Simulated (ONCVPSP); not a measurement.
**Building the ONCV potential for carbon (LDA (Perdew-Zunger), scalar-relativistic).**

ONCVPSP 4.0.1 was run on this input:

```
# ATOM AND REFERENCE CONFIGURATION
# atsym  z   nc   nv     iexc    psfile
  C 6.00    1    2        3      upf
#
#   n    l    f
    1    0    2.00
    2    0    2.00
    2    1    2.00
#
# PSEUDOPOTENTIAL AND OPTIMIZATION
# lmax
    2
#
#   l,   rc,      ep,       ncon, nbas, qcut
    0    1.00    0.00    4    9    6.30
    1    2.30    0.00    3    6    7.10
    2    2.05    0.08    5    8    4.40
#
# LOCAL POTENTIAL
# lloc, lpopt,  rc(5),   dvloc0
    4    5    0.90    0.00
#
# VANDERBILT-KLEINMAN-BYLANDER PROJECTORs
# l, nproj, debl
    0    2    3.90
    1    2    1.20
    2    2    2.10
#
# MODEL CORE CHARGE
# icmod, fcfact, rcfact
    1    0.65    0.00
#
# LOG DERIVATIVE ANALYSIS
# epsh1, epsh2, depsh
   -2.00    5.00    0.02
#
# OUTPUT GRID
# rlmax, drl
    6.00    0.01
#
# TEST CONFIGURATIONS
# ncnf
    4
# nvcnf
#   n    l    f
    2
    2    0    2.00
    2    1    1.00
#
    2
    2    0    2.00
    2    1    0.00
#
    2
    2    0    1.00
    2    1    0.00
#
    2
    2    0    0.00
    2    1    4.00
#
```

Command:

```bash
oncvpsp.x < C.dat > C.out
```

Resulting log (shortened: citation, most of the input echo, consistency checks and plot data are left out):

```
ONCVPSP  (Optimized Norm-Conservinng Vanderbilt PSeudopotential)
scalar-relativistic version 4.0.1

#   n    l    f        energy (Ha)
    1    0    2.00    -9.9522701E+00
    2    0    2.00    -5.0140375E-01
    2    1    2.00    -1.9918463E-01

Reference configufation results
  iterations    22
  all-electron total energy (Ha)   -3.74404821D+01

Begin loop to  construct optimized pseudo wave functions
and semi-local pseudopoentials for all angular momenta

   Wellstate for l =  0  n =  4
     eigenvalue =   3.3986
     asymptotic potential =   3.8986
     half-point radius =  2.6459

Calculating optimized projector #   1

 for l=   0

    Fraction of norm inside rc  0.203226
    Optimizing pswf for qcut=   6.31 a_B^-1,  ecut=  19.89 Ha
    Residual kinetic energy error=  7.80D-04 Ha

    Energy error per electron        Cutoff
         Ha          eV             Ha
         0.01000     0.27211       12.15
         0.00100     0.02721       19.20
         0.00010     0.00272       68.19
         0.00001     0.00027      211.29

Calculating optimized projector #   2

 for l=   0

    Fraction of norm inside rc  0.077444
    Optimizing pswf for qcut=   6.31 a_B^-1,  ecut=  19.89 Ha
    Residual kinetic energy error=  2.39D-03 Ha

    Energy error per electron        Cutoff
         Ha          eV             Ha
         0.01000     0.27211       14.95
         0.00100     0.02721       39.56
         0.00010     0.00272      277.29
         0.00001     0.00027      322.48

   Wellstate for l =  1  n =  4
     eigenvalue =   1.0008
     asymptotic potential =   1.5008
     half-point radius =  5.3069

Calculating optimized projector #   1

 for l=   1

    Fraction of norm inside rc  0.752280
    Optimizing pswf for qcut=   7.09 a_B^-1,  ecut=  25.15 Ha
    Residual kinetic energy error=  1.97D-08 Ha

    Energy error per electron        Cutoff
         Ha          eV             Ha
         0.01000     0.27211        9.36
         0.00100     0.02721       12.78
         0.00010     0.00272       15.66
         0.00001     0.00027       18.00

Calculating optimized projector #   2

 for l=   1

    Fraction of norm inside rc  0.170036
    Optimizing pswf for qcut=   7.09 a_B^-1,  ecut=  25.15 Ha
    Residual kinetic energy error=  3.46D-08 Ha

    Energy error per electron        Cutoff
         Ha          eV             Ha
         0.01000     0.27211       10.55
         0.00100     0.02721       14.50
         0.00010     0.00272       17.81
         0.00001     0.00027       20.35

   Wellstate for l =  2  n =  3
     eigenvalue =   0.0800
     asymptotic potential =   0.5800
     half-point radius = 22.1888

   Wellstate for l =  2  n =  5
     eigenvalue =   2.1800
     asymptotic potential =   2.6800
     half-point radius =  4.5913

Calculating optimized projector #   1

 for l=   2

    Fraction of norm inside rc  0.001533
    Optimizing pswf for qcut=   4.40 a_B^-1,  ecut=   9.68 Ha
    Residual kinetic energy error=  1.05D-06 Ha

    Energy error per electron        Cutoff
         Ha          eV             Ha
         0.01000     0.27211        0.22
         0.00100     0.02721        0.71
         0.00010     0.00272        2.46
         0.00001     0.00027        5.90

Calculating optimized projector #   2

 for l=   2

    Fraction of norm inside rc  0.187412
    Optimizing pswf for qcut=   4.40 a_B^-1,  ecut=   9.68 Ha
    Residual kinetic energy error=  4.33D-03 Ha

    Energy error per electron        Cutoff
         Ha          eV             Ha
         0.01000     0.27211        8.11
         0.00100     0.02721       12.14
         0.00010     0.00272       26.20
         0.00001     0.00027       53.49

Construct Vanderbilt / Kleinmman-Bylander projectors

B matrix Hermiticity error, ll=   0
   1   2   -1.6478E-04

  Orthonormal projector coefficients  1.0235E+01  2.1540E+00

B matrix Hermiticity error, ll=   1
   1   2   -2.5112E-05

  Orthonormal projector coefficients -1.0330E+00 -8.8408E-01

B matrix Hermiticity error, ll=   2
   1   2   -2.8440E-06

  Orthonormal projector coefficients -6.9014E+00 -1.6669E+00

Model core correction analysis
  based on d2Exc/dn_idn_j

d2excae - all-electron derivatives

   -4.570802D-02   -3.828563D-02
   -3.828903D-02   -3.412877D-02

d2excps - pseudofunction derivatives with no core correction

   -4.738871D-02   -4.156495D-02
   -4.156783D-02   -3.661081D-02

rms 2nd derivative error    2.760869E-03

Polynomial model core charge

d2excps - pseudofunction derivatives with core correction

   -4.526518D-02   -3.970666D-02
   -3.970946D-02   -3.494087D-02

rms 2nd derivative error    1.105956E-03

Pseudoatom total energy   -5.337942

Diagnostic tests using Vanderbilt-Kleinman-Bylander pseudopotentials
  1 or more projectors used as specified by nproj input data

   l    rcore       rmatch      e in        delta e   norm test  slope test

   0   1.0028271   1.0332751  -0.5014037  -0.0000032   1.0000275   1.0000118
   0   1.0028271   1.0332751   3.3985962   0.0000239   1.0002297   1.0002297

   1   2.3032729   2.3732052  -0.1991846  -0.0000014   1.0000139   1.0000147
   1   2.3032729   2.3732052   1.0008154   0.0000036   1.0000422   1.0000422

   2   2.0558137   2.1182327   0.0800000   0.0000022   1.0000194   1.0000194
   2   2.0558137   2.1182327   2.1800000  -0.0000033   1.0001977   1.0001977

 Testing for bound ghosts
   n   l    E NL Schr. Eq   E Basis Diag.   E Cutoff

   1   0       -0.501407       -0.420445    344.43

   2   1       -0.199186       -0.198387     29.08

 Testing for highly-localized positive-energy ghosts
       l    <radius>/rc     E Basis Diag.   E Cutoff

Test configuration 0

   n   l     f        eae           eps        diff
   1   0  2.0000   -9.95227010
   2   0  2.0000   -0.50140375   -0.50140693   -3.19D-06
   2   1  2.0000   -0.19918463   -0.19918600   -1.37D-06

    Total energies and differences
      AE_ref= -3.74404821D+01  AE_tst= -3.74404821D+01  dif=  0.00D+00
      PS_ref= -5.33794212D+00  PS_tst= -5.33794212D+00  dif=  2.66D-15
      PSP excitation error= -2.66D-15

Test configuration 1

   n   l     f        eae           eps        diff
   1   0  2.0000  -10.50414433
   2   0  2.0000   -0.94103767   -0.93912095    1.92D-03
   2   1  1.0000   -0.62922917   -0.62415569    5.07D-03

    Total energies and differences
      AE_ref= -3.74404821D+01  AE_tst= -3.70366884D+01  dif=  4.04D-01
      PS_ref= -5.33794212D+00  PS_tst= -4.93592149D+00  dif=  4.02D-01
      PSP excitation error=  1.77D-03

Test configuration 2

   n   l     f        eae           eps        diff
   1   0  2.0000  -11.24403485
   2   0  2.0000   -1.47630102   -1.46472466    1.16D-02

    Total energies and differences
      AE_ref= -3.74404821D+01  AE_tst= -3.61451728D+01  dif=  1.30D+00
      PS_ref= -5.33794212D+00  PS_tst= -4.05716999D+00  dif=  1.28D+00
      PSP excitation error=  1.45D-02

Test configuration 3

   n   l     f        eae           eps        diff
   1   0  2.0000  -12.09463460
   2   0  1.0000   -2.05319896   -2.03558277    1.76D-02

    Total energies and differences
      AE_ref= -3.74404821D+01  AE_tst= -3.43823187D+01  dif=  3.06D+00
      PS_ref= -5.33794212D+00  PS_tst= -2.30873702D+00  dif=  3.03D+00
      PSP excitation error=  2.90D-02

Test configuration 4

   n   l     f        eae           eps        diff
   1   0  2.0000  -10.01105637
   2   1  4.0000   -0.22733873   -0.22937784   -2.04D-03

    Total energies and differences
      AE_ref= -3.74404821D+01  AE_tst= -3.68334845D+01  dif=  6.07D-01
      PS_ref= -5.33794212D+00  PS_tst= -4.73117247D+00  dif=  6.07D-01
      PSP excitation error=  2.28D-04
```

The run took about 2 s on one core of a shared server CPU.
